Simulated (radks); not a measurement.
Task: Excited configurations of the nickel ion Ni3+: one electron is placed in a higher orbital outside [Ar] 3d6. The ground configuration is [Ar] 3d7. All-electron calculation, non-relativistic Kohn-Sham, BLYP, spin-unpolarised, spherical densities, point nucleus. Program: a radial shooting solver on a logarithmic mesh with Libxc functionals. Excitation = E - E(ground); binding = E(ion) - E, where the ion is the core of charge +4; n* = 4/sqrt(2 binding) in atomic units, and the quantum defect is n - n*.

| outer orbital | excitation (eV) | binding (eV) | n* | quantum defect | eigenvalue (eV) | <r> (bohr) |
|---|---|---|---|---|---|---|
| 4s | 16.579 | 41.294 | 2.296 | 1.704 | -36.012 | 2.078 |
| 4p | 24.766 | 33.107 | 2.564 | 1.436 | -28.468 | 2.346 |
| 5p | 40.737 | 17.136 | 3.564 | 1.436 | -15.094 | 4.656 |
| 7p | 50.574 | 7.299 | 5.461 | 1.539 | -6.488 | 11.24 |
| 7d | 51.802 | 6.071 | 5.988 | 1.012 | -5.393 | 13.11 |
| 7f | 52.919 | 4.954 | 6.629 | 0.371 | -4.372 | 15.51 |

Estimate the row for 4f.

Result: excitation (eV) 43.985; binding (eV) 13.888; n* 3.959; quantum defect 0.041; eigenvalue (eV) -11.567; <r> (bohr) 4.288. The Delta-SCF ionisation energy is 57.873 eV (NIST Atomic Spectra Database: 54.9 eV, semi-empirical). Self-interaction in the functional shifts the binding energies and quantum defects, so they are the method's values and not measured ones. Spin polarisation and multiplet splitting are left out, so open shells lie too high by an amount that depends on their filling.

Beside tabulated values, note that spin-unpolarised runs miss the spin-polarisation part of the exchange energy of open shells.
